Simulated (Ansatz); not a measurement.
Spin states of HOY (SMILES [OH][Y]), each relaxed with B3LYP-D3(BJ)/def2-TZVP.
State 1 (charge 0, multiplicity 1):
```xyz
3

Y     -1.0413    -0.8590    -0.9183
O      0.2000     0.1951     0.1599
H      0.8081     0.7112     0.6880
```
State 2 (charge 0, multiplicity 3):
```json
[
 {"atom": "Y", "x (Å)": "-1.0591", "y (Å)": "-0.8746", "z (Å)": "-0.9338"},
 {"atom": "O", "x (Å)": "0.2098", "y (Å)": "0.2023", "z (Å)": "0.1683"},
 {"atom": "H", "x (Å)": "0.8161", "y (Å)": "0.7196", "z (Å)": "0.6952"}
]
```

Singlets are restricted, other states unrestricted; no spin–orbit coupling, no relativity up to Kr; see below for the cores. The largest T1 diagnostic is 0.022.

Run with Ansatz (a first-principles code). Each number belongs to the level named beside it. In def2 rows elements past Kr take small-core potentials, without spin–orbit coupling.

Problem. One of these levels gives 20.59 kcal/mol for the energy of the multiplicity-3 state less that of the multiplicity-1 state. Which?
A. SVWN5/def2-TZVPP
B. r2SCAN/def2-TZVPP
C. PBE/def2-TZVPP
D. BLYP/def2-TZVPP

Solution. D, BLYP/def2-TZVPP. The others give 22.36 (SVWN5/def2-TZVPP), 17.32 (PBE/def2-TZVPP), 9.66 (r2SCAN/def2-TZVPP)
